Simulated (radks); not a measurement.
Q: The mean radii <r> (bohr) of the occupied orbitals of an atom or ion are listed with their occupations. All-electron calculation, scalar-relativistic Kohn-Sham, r2SCAN, spin-polarised, spherical densities, finite nucleus; meta-GGA in the generalised Kohn-Sham scheme; Fermi nuclear charge, rms radius of each element as measured or else 0.836 A^(1/3) + 0.57 fm. Program: a radial shooting solver on a logarithmic mesh with Libxc functionals.

| orbital | occ. | <r> |
|---|---|---|
| 1s up | 1 | 0.02458 |
| 1s down | 1 | 0.02458 |
| 2s down | 1 | 0.1052 |
| 2s up | 1 | 0.1052 |
| 2p down | 3 | 0.09238 |
| 2p up | 3 | 0.09238 |
| 3s up | 1 | 0.2781 |
| 3s down | 1 | 0.2781 |
| 3p up | 3 | 0.2764 |
| 3p down | 3 | 0.2763 |
| 3d up | 5 | 0.2536 |
| 3d down | 5 | 0.2535 |
| 4s up | 1 | 0.6377 |
| 4s down | 1 | 0.6375 |
| 4p up | 3 | 0.6749 |
| 4p down | 3 | 0.6747 |
| 4d up | 5 | 0.7445 |
| 4d down | 5 | 0.7444 |
| 5s up | 1 | 1.508 |
| 5s down | 1 | 1.515 |
| 5p up | 3 | 1.710 |
| 5p down | 3 | 1.719 |
| 4f up | 1 | 1.053 |

Name the element and its charge. Open shells, if any, are filled with parallel spins first.

A: Z = 58, cerium, charge +3: Ce3+ in [Xe] 4f1. The 1s radius gives Z: for a bare nucleus <r> = (2 gamma + 1)/(2Z) with gamma = sqrt(1 - (Z/c)^2), 0.02424 bohr for Z = 58, and screening makes it slightly larger (0.02458 here). The occupations add up to 55, and the charge is Z minus that.
